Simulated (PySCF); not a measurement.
In(Br)2(Me) (CH3Br2In), SMILES [CH3][In]([Br])[Br].

The structure is a stationary point at B3LYP-D3(BJ)/def2-SVP. The structure was generated by enumeration; whether it is a known compound was not checked. The def2 effective core potentials stand for the cores of In; spin–orbit coupling is left out.

Level of theory: B3LYP-D3(BJ)/def2-SVP (PySCF).

Frequencies are harmonic and unscaled.

A small imaginary wavenumber (i) marks a very flat motion, where grid noise or a shallow saddle decides the sign.

Problem. Estimate the vibrational spectrum. (Estimate from the structure and the level; the computed values follow.)

Solution. 
| mode | ν (cm⁻¹) | IR (km/mol) | moving atoms (share of kinetic energy) |
|---|---|---|---|
| 1 | 11i | 0.0 | H 99 % |
| 2 | 68 | 3.1 | Br 73 %, In 24 % |
| 3 | 90 | 3.0 | C 56 %, H 26 %, Br 11 % |
| 4 | 93 | 2.4 | In 41 %, C 31 %, H 16 %, Br 12 % |
| 5 | 228 | 14.8 | Br 71 %, In 24 % |
| 6 | 259 | 46.7 | Br 52 %, In 48 % |
| 7 | 495 | 12.6 | C 70 %, H 16 %, In 13 % |
| 8 | 721 | 20.4 | H 86 %, C 14 % |
| 9 | 748 | 56.4 | H 85 %, C 15 % |
| 10 | 1174 | 8.0 | H 83 %, C 17 % |
| 11 | 1426 | 1.3 | H 95 % |
| 12 | 1427 | 3.3 | H 95 % |
| 13 | 3054 | 2.3 | H 98 % |
| 14 | 3168 | 0.2 | H 90 %, C 10 % |
| 15 | 3183 | 0.0 | H 90 %, C 10 % |
